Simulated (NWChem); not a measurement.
System: C2H4NO anion

```xyz
8

C      0.4836    -1.3780     0.0000
N     -0.7116    -0.5639     0.0000
C     -0.5333     0.7407     0.0000
O      0.5224     1.4405     0.0000
H      0.5064    -2.0488     0.8850
H      0.5064    -2.0488    -0.8850
H      1.4232    -0.7918     0.0000
H     -1.5117     1.2954     0.0000
```
Atoms are numbered in this order, from 1.

This is a stationary point of B3LYP/def2-SVPD (NWChem), point group Cs. B3LYP is NWChem's, with the RPA form of VWN correlation.

Question: Is it a minimum? If not, what does it relax to?

Answer: No. It has an imaginary frequency of 120i cm⁻¹. Following that mode (on a finer grid) lowers the energy by 0.9 kcal/mol and ends, with real frequencies alone, at point group Cs:
```xyz
8

C      0.4897    -1.3680    -0.0854
N     -0.6797    -0.5482    -0.3067
C     -0.5403     0.7117     0.0453
O      0.4543     1.3144     0.5454
H      0.8066    -1.4017     0.9805
H      0.2849    -2.4052    -0.4068
H      1.3857    -1.0135    -0.6415
H     -1.4703     1.3149    -0.1424
```
